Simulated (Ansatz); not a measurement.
Program: Ansatz. Geometries: PBE0-D4/def2-TZVP. ΔE: electronic, gas phase. CCSD(T)/CBS is the MP2 limit (def2-TZVPP, def2-QZVPP) plus CCSD(T) − MP2 in def2-TZVPP, frozen cores. DFT in def2-TZVPP. B3LYP here is the variant with VWN-RPA as its local correlation; programs differ in this. For Ga outer-core shells are correlated without core-valence functions, which leaves a few kJ/mol of doubt a bond. Scalar relativity is left out up to krypton. Each species was taken in one conformer, which may not be the lowest.

Reaction (cleavage of the Si–Ga bond): `O[SiH2][Ga]1[CH2][S]1` + `OCS` → `O[SiH2]OCS` + `[CH2]1[S][GaH]1`

| level | ΔE (kJ/mol) | difference from CCSD(T)/CBS |
| --- | --- | --- |
| PBE0-D4 | -88.1 | 7.8 |
| ωB97M-V | -105.3 | -9.4 |
| r2SCAN | -96.6 | -0.7 |
| B3LYP | -92.8 | 3.1 |
| CCSD/def2-TZVPP | -102.8 | -6.9 |
| HF/def2-QZVPP | -115.3 | -19.4 |
| MP2/def2-QZVPP | -103.6 | -7.7 |
| SCS-MP2/def2-QZVPP | -105.0 | -9.1 |
| HF/CBS(def2) | -115.4 | -19.5 |
| MP2/CBS(def2) | -100.8 | -4.9 |
| CCSD(T)/CBS | -95.9 | 0 |

Largest T1 diagnostic among the species: 0.015.

From PBE to PBE0 (25 % exact exchange), in def2-TZVPP and without D4, ΔE moves by −7.7 kJ/mol. The D4 term adds −6.0 kJ/mol with B3LYP and −3.1 kJ/mol with PBE0; it sums over pairs of atoms, weighted by their polarisabilities, and B3LYP, whose exchange is more repulsive, gets the larger term.
